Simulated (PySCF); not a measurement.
Polarisability and C₆ of Ge (germanium, neutral)

[Ar] 3d10 4s1 4p3, high-spin 5S determinant (an excited configuration). All numbers are calculated (PySCF 2.14, scalar relativity through the core potential, in aug-cc-pVQZ-PP with one added diffuse shell each of s, p, d, f, g type with ECP10MDF (8s7p6d4f3g, 114 functions)). Coupled (time-dependent) response in atomic units; α is the mean over directions.

```csv
method,mean α (bohr³),C₆ (like pair),S(−4)
revPBE,42.16,369.1,702.8
r2SCANh,38.45,337.6,513.0
```

S(−4) is the Cauchy moment in α(ω) = α(0) + S(−4) ω² + …

α(iu) at r2SCANh:

```tsv
u (hartree)	α(iu) (bohr³)
0	38.45
0.0500	37.22
0.100	34.07
0.200	25.99
0.300	19.17
0.500	10.97
0.750	6.300
1.00	4.099
1.50	2.189
2.00	1.397
3.00	0.7363
5.00	0.3169
```

A single London oscillator, α(iu) = α/(1 + u²/ω²), gives C₆ = (3/4) ω α². Matching the computed C₆ needs ω = 4 × 337.6 / (3 × 38.45²) = 0.304 hartree.

Energies and moments cover only the electrons outside the core potential.
